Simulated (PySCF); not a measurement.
A structure optimised at PBE-D3(BJ)/def2-SVP, used in a PySCF frequency run:

```
Zr
O 1 1.9254
H 2 0.9665 1 167.79
O 1 1.9279 2 112.73 3 61.80
H 4 0.9655 2 143.20 3 11.95
O 1 1.9279 2 112.73 3 -61.80
H 6 0.9655 4 143.72 5 0.00
S 1 2.4925 2 104.58 3 180.00
H 8 1.3654 1 91.76 2 180.00
```

Q: Write its SMILES, formula and point group.

A: [OH][Zr]([OH])([OH])[SH], H4O3SZr, Cs

Q: What are its rotational constants (standard atomic weights)?

A: 2.7152, 1.6890, 1.6515 GHz
